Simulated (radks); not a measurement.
Results of a calculation; reference values are marked as such.
Spherical quantum dot in the effective-mass picture: electrons in a hard-walled sphere of radius 2.5, with a point charge +1 (a donor) at the centre, all in effective atomic units (hartree* = m*/eps^2 hartree, bohr* = eps/m* bohr), one dielectric constant everywhere. Level of theory: non-relativistic Kohn-Sham, PBEsol, spin-polarised, spherical densities (a radial shooting solver with Libxc functionals). Levels are named by radial order and angular momentum (1s, 1p, 1d, 2s, ...), and open shells are averaged over m.

N = 22, configuration 1s2 1p6 1d10 2s2 1f(up 2, down 0). This is the lowest configuration that the search found. Occupied and some empty levels:

level,occupation,eigenvalue (hartree*),<r> (bohr*)
1s up,1,11.769,1.557
1s down,1,11.802,1.550
1p up,3,12.280,1.686
1p down,3,12.320,1.683
1d up,5,13.067,1.762
1d down,5,13.109,1.760
2s up,1,14.029,1.061
2s down,1,14.042,1.064
1f up,2,14.110,1.819
1f down,0,14.155,1.818
1g up,0,15.391,1.866
1g down,0,15.436,1.866
2p up,0,15.778,1.293
2p down,0,15.796,1.293
2d up,0,17.533,1.421
2d down,0,17.556,1.420

Energy (hartree*): total 157.762, kinetic 55.999, external -15.248, Hartree 131.11, exchange-correlation -14.095.
